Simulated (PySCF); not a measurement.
**Electric field gradients and quadrupole coupling constants**

Species: CH₁₂OSi₄.
SMILES with atom numbers: `[OH:1][SiH2:2][CH2:3][SiH2:4][SiH2:5][SiH3:6]` (hydrogens: H7 on O1; H8, H9 on Si2; H10, H11 on C3; H12, H13 on Si4; H14, H15 on Si5; H16, H17, H18 on Si6)

Structure used (GFN2-xTB), in Å, numbered top down from 1:
```xyz
18
CH12OSi4 angstrom
O      2.4426    0.4647    1.3027
Si     1.9521    0.9819   -0.1599
C      1.2920   -0.4491   -1.2197
Si     0.1617   -1.6790   -0.3032
Si    -1.7421   -0.6083    0.4653
Si    -2.4893    1.1565   -0.8345
H      3.0373   -0.2728    1.4015
H      0.9031    1.9216    0.2161
H      3.0658    1.6310   -0.8628
H      0.7491   -0.0307   -2.0671
H      2.1312   -0.9962   -1.6515
H      0.9750   -2.3283    0.7411
H     -0.1370   -2.7727   -1.2467
H     -2.8201   -1.6081    0.5999
H     -1.5501   -0.1571    1.8542
H     -3.9306    1.4095   -0.7489
H     -2.2148    0.9177   -2.2575
H     -1.8348    2.4257   -0.5057
```

Field gradients from the PBE0/pcSseg-1 density (PySCF, non-relativistic), principal values in atomic units, ordered |Vxx| ≤ |Vyy| ≤ |Vzz|:

| atom | Vxx | Vyy | Vzz |
| --- | --- | --- | --- |
| O1 | -0.4011 | -1.1238 | 1.5249 |

Question: Find the asymmetry η = (Vxx − Vyy)/Vzz and the couplings χ = eQV/h (234.96 MHz × Q in barn × V in au), with Q(17O) = −0.0256 b.

Answer: 
| atom | environment | nucleus | η | χzz (MHz) | χxx (MHz) | χyy (MHz) |
| --- | --- | --- | --- | --- | --- | --- |
| O1 | silanol oxygen | 17O | 0.47 | -9.17 | 2.41 | 6.76 |

Question: What is Vzz at O1 in SI units (1 au = 9.71736 × 10²¹ V/m²)?

Answer: 1.5249 au = 14.818 × 10²¹ V/m².

Question: And the gradient at the other heavy atoms, for which no coupling is worked out here?

Answer: 
| atom | environment | Vzz (au) | η |
| --- | --- | --- | --- |
| Si2 | oxygen-bound silicon | 0.403 | 0.50 |
| C3 | sp3 carbon bound to silicon | -0.064 | 0.84 |
| Si4 | SiH2 silicon | 0.101 | 0.07 |
| Si5 | SiH2 silicon | -0.069 | 0.83 |
| Si6 | SiH3 silicon | 0.045 | 0.76 |

Question: What couplings would deuterons (Q(2H) = 0.00286 b) have in place of the hydrogens, at this geometry?

Answer: 
| atom | bonded to | bond length (Å) | Vzz (au) | η | χzz (kHz) |
| --- | --- | --- | --- | --- | --- |
| H7 | O1 | 0.953 | 0.5163 | 0.06 | 347 |
| H8 | Si2 | 1.458 | 0.1635 | 0.01 | 110 |
| H9 | Si2 | 1.468 | 0.1560 | 0.02 | 105 |
| H10 | C3 | 1.090 | 0.3214 | 0.01 | 216 |
| H11 | C3 | 1.091 | 0.3202 | 0.01 | 215 |
| H12 | Si4 | 1.474 | 0.1580 | 0.04 | 106 |
| H13 | Si4 | 1.475 | 0.1566 | 0.01 | 105 |
| H14 | Si5 | 1.476 | 0.1578 | 0.01 | 106 |
| H15 | Si5 | 1.473 | 0.1598 | 0.01 | 107 |
| H16 | Si6 | 1.466 | 0.1635 | 0.00 | 110 |
| H17 | Si6 | 1.469 | 0.1614 | 0.01 | 108 |
| H18 | Si6 | 1.465 | 0.1633 | 0.00 | 110 |

One conformer (not necessarily the lowest) at the GFN2-xTB geometry, without solvent, vibrations or thermal averaging. GFN2-xTB frequencies show an imaginary mode (27i cm⁻¹), so this geometry is no minimum at that level. GFN2-xTB bond lengths can be off by several hundredths of an ångström, more for odd bonds, and the gradients follow them. These gradients aren't converged with respect to the basis.

These values come from a run that also computed NMR shieldings. The run took 40 s on one thread of an Intel Xeon Platinum 8259CL at 2.50 GHz, no GPU, shared host, and the process peaked at 0.90 GiB of memory.
